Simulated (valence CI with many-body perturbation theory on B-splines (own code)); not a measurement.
Results of a calculation; reference values are marked as such.
V III: what the settings do

Method: valence CI with perturbative core correlation (CI+MBPT): three valence electrons over a frozen Dirac-Fock core [Ar], radial functions for each j: 6 s, 6 p, 5 d, 5 f, 1 g, with the one-electron correlation potential Σ1, the two-electron term Σ2, the three-electron term Σ3, Breit, model QED; selected CI, second order for the rest, scaled by the run's own slope (own B-spline code, finite nucleus).

Set against measurement, 22 paired levels are off by 827 cm⁻¹ on average, the worst by 1979. Only levels of the ground parity were solved; by the run's estimate the other parity begins above the list, which can be wrong where configurations are misplaced.

The reference run has the lowest level 3d³ ⁴F_3/2 and an ionisation energy of 28.8887 eV. Its largest variational space holds 6175 state functions.

Names give the largest LS component (configuration and term), which can be under half, so a name can repeat, a term be missing and a line seem to break the LS rules; names also repeat where a configuration has a term twice.

Reference levels: 3d³ ⁴F_5/2 141, 3d³ ⁴F_7/2 332, 3d³ ⁴F_9/2 569, 3d³ ²G_7/2 12036, 3d³ ⁴P_1/2 12160, 3d³ ⁴P_3/2 12237, 3d³ ²G_9/2 12251, 3d³ ⁴P_5/2 12410, 3d³ ²P_3/2 16454, 3d³ ²H_9/2 16489, 3d³ ²P_1/2 16498, 3d³ ²H_11/2 16652 cm⁻¹.

Rank these changes by the mean size of the shift of these levels, smallest first.
A. highest l in the core sums 6 → 5
B. factor on the speed of light 1 → 0.9
C. three-electron term on → off; scale of Σ1 1 → 0; scale of Σ2 1 → 0
D. highest l in the core sums 6 → 3

A (7 cm⁻¹), B (55 cm⁻¹), D (150 cm⁻¹), C (550 cm⁻¹).
